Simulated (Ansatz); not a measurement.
Energy profile

The step: BH₃SO₂ ([OH][B]([OH])[SH]) + H₂ → BH₃O₂ ([OH][BH][OH]) + H₂S; bonds formed: B1–H6, S2–H5; bonds broken: B1–S2, H5–H6 (atoms numbered as in the saddle structure below).

```
9
angstrom
B -0.1239 -0.3749 0.1186
S 0.8932 1.4186 -0.6122
O -1.3871 -0.0924 0.5781
O 0.1094 -1.4236 -0.7464
H 0.9490 0.3880 0.7180
H 0.6490 -0.4325 1.2316
H 0.0364 2.2191 0.0395
H -2.0496 -0.3212 -0.0791
H 0.9237 -1.3811 -1.2479
```

Electronic energies by CCSD(T) at an estimated basis limit (MP2 extrapolated from triple and quadruple zeta, plus CCSD(T) − MP2 in triple zeta), on PBE0-D4/def2-TZVP structures; BH5SO2, singlet; no counterpoise correction. Computed with Ansatz 0.2.0 (basis: def2-TZVPP and def2-QZVPP); correlated methods freeze the cores. Extrapolation: Hartree–Fock as exp(−7.88 √X), correlation as X^−2.97.

Question: Give the profile in eV, counted from the separated reactants. (An estimate is asked for; the value comes from the calculation.)

Answer: Computed:
```json
{"point": "separated: BH3SO2 (linked as [OH][B]([OH])[SH]; B1, S2, O3, O4, H7, H8, H9; singlet) + H2 (H5, H6; singlet)", "eV": "0.000"}
{"point": "start structure", "eV": "-0.045"}
{"point": "saddle", "eV": "2.136"}
{"point": "end structure", "eV": "0.252"}
{"point": "separated: BH3O2 (linked as [OH][BH][OH]; B1, O3, O4, H6, H8, H9; singlet) + H2S (S2, H5, H7; singlet)", "eV": "0.357"}
```

T1 diagnostic: at most 0.013.

For scale, one of the runs: CCSD(T)/def2-TZVPP, 205 basis functions, launched by `ansatz run in.yaml --threads 4 --pin off --events-out ev --progress --plain --max-ram 9574MiB`. Time: 77 s of wall clock on 4 CPU threads of an AMD EPYC; the host was shared. Peak host memory: 2.8 GiB.
